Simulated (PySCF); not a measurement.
CoN⁻: one state, many levels of theory

State: ⁴Δ (quartet), unpaired electrons π ↑↑, δ ↑. Set-up: basis Co def2-TZVPPD, N def2-TZVPPD; no relativity; PySCF 2.14. De refers to Co⁻ (3d8 4s2) + N in their high-spin ground configurations, without counterpoise correction. The functionals are run spin-unrestricted. A positive dipole points towards N; it is taken about the centre of mass and depends on that origin. Levels whose curve was spin-contaminated or gave no clean fit are not listed.

```json
{"Level": "ROHF-MP2", "Re (Å)": "1.771", "ωe (cm⁻¹)": "869", "De (eV)": "n/a", "μ (D)": "n/a"}
{"Level": "PBE", "Re (Å)": "1.612", "ωe (cm⁻¹)": "902", "De (eV)": "n/a", "μ (D)": "-1.73"}
{"Level": "PW91", "Re (Å)": "1.612", "ωe (cm⁻¹)": "902", "De (eV)": "n/a", "μ (D)": "-1.76"}
{"Level": "r²SCAN", "Re (Å)": "1.596", "ωe (cm⁻¹)": "929", "De (eV)": "n/a", "μ (D)": "-1.56"}
{"Level": "MN15", "Re (Å)": "1.591", "ωe (cm⁻¹)": "921", "De (eV)": "n/a", "μ (D)": "-1.57"}
```

The bond length runs from 1.591 Å (MN15) to 1.771 Å (ROHF-MP2).

Correlated steps freeze 6 core orbitals. De is left out where the level can put another filling of the metal’s s and d shells below the measured ground configuration, by anything from nothing to about 1 eV. The highest Kohn–Sham level is positive in this anion. Much of that is self-interaction error, but it also means that the finite basis helps to hold the extra electron. With d or f electrons several states lie close, and the lowest PBE0 determinant need not be the measured ground state.

The whole job (state search and all levels along the bond) took about 9.2 min on 2 threads of Arm Neoverse V2 (shared host), peak memory 3.4 GiB.
